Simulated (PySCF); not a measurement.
Level of theory: B3LYP-D3(BJ)/def2-TZVP (PySCF). All species are isolated molecules in the gas phase. B3LYP has the VWN-RPA correlation part, as in Gaussian. Delta-SCF ions had no search for a lower state. Excitations are Tamm–Dancoff values on a coarser integration grid. The basis has no diffuse functions, so Rydberg states are missing or too high.

Reference species (SMILES): `COC#N` (neutral, multiplicity 1).

The S1 oscillator strength comes out as 0.009, the S1 excitation (TDA) is 7.12 eV and the vertical ionisation energy (Delta-SCF) comes out as 11.13 eV.

After one change: the S1 oscillator strength is nearly the same; the S1 excitation (TDA) rises by 0.61 eV; the vertical ionisation energy (Delta-SCF) increases by 0.68 eV.

Question: Which change was made? The new species is one of these.
A. `CCC#N`
B. `CSC#N`
C. `N#CO[SiH3]`
D. `N#C[SiH3]`

Answer: A, `CCC#N`
